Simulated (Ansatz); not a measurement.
C2H6BF can be A, `CBCF`, or B, `BC(C)F`.

Gas-phase electronic energies from Ansatz, PBE0-D4/def2-TZVP geometries. CCSD(T)/CBS adds triple-zeta CCSD(T) − MP2 to the extrapolated MP2 energy (def2 sets, frozen cores). DFT in def2-TZVPP. B3LYP here is the variant with VWN-RPA as its local correlation; programs differ in this. One conformer a species, not always the lowest.

Q: Which isomer does CCSD(T)/CBS put lower? Give the gap. (Best estimate.)

A: The calculation gave: A, by 43.6 kJ/mol.

Q: Give E(B) − E(A) in kJ/mol with B3LYP-D4, B2PLYP, MP2/def2-TZVPP, CCSD/def2-TZVPP, CCSD(T)/def2-SVP, r2SCAN-D4, B3LYP. (Estimate.)

A: Computed: B3LYP-D4 46.5, B2PLYP 45.7, MP2/def2-TZVPP 43.9, CCSD/def2-TZVPP 43.1, CCSD(T)/def2-SVP 39.1, r2SCAN-D4 49.1, B3LYP 47.8. None reverses the order clearly.

Q: Does the order hold for the free energy at 298.15 K (harmonic terms from PBE0-D4)? (Estimate.)

A: Ansatz gave: Yes: G(B) − G(A) = +44.9 kJ/mol, for one conformer each.

Largest T1 diagnostic: 0.010.

In def2-TZVPP, CCSD(T) changes the Hartree–Fock value by +3.0 kJ/mol (the triples alone add −0.0 kJ/mol) and MP2 by +3.8 kJ/mol. From BLYP to BHLYP (50 % exact exchange), in def2-TZVPP and without D4, E(B) − E(A) moves by −3.2 kJ/mol.
